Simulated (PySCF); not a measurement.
Method: B3LYP-D3(BJ)/def2-TZVP // PBE0-D4/def2-SVP (PySCF 2.14.0). Isolated molecules, 0 K electronic values unless said otherwise. One relaxed conformer stands for a flexible species; it need not be the lowest. B3LYP has the VWN-RPA correlation part, as in Gaussian. 

Reference species (SMILES): `C[O][Sn]([O]C)([SiH3])[O]C` (neutral, multiplicity 1).

```yaml
S1 oscillator strength: 0.005
HOMO: -7.25 eV
HOMO–LUMO gap: 5.93 eV
```

Changed species: `[O]([Sn]([SiH3])([SiH3])[SiH3])C` (C–O–Sn–Si torsion 61°) (3 of 4 OCH3 replaced by SiH3; the reference has 1 of 4 OCH3 replaced by SiH3).

Q: Give the shifts of the S1 oscillator strength, HOMO and HOMO–LUMO gap.

A: the S1 oscillator strength stays essentially unchanged; the HOMO rises by 0.42 eV, to -6.83 eV; the HOMO–LUMO gap falls by 0.38 eV, to 5.55 eV.
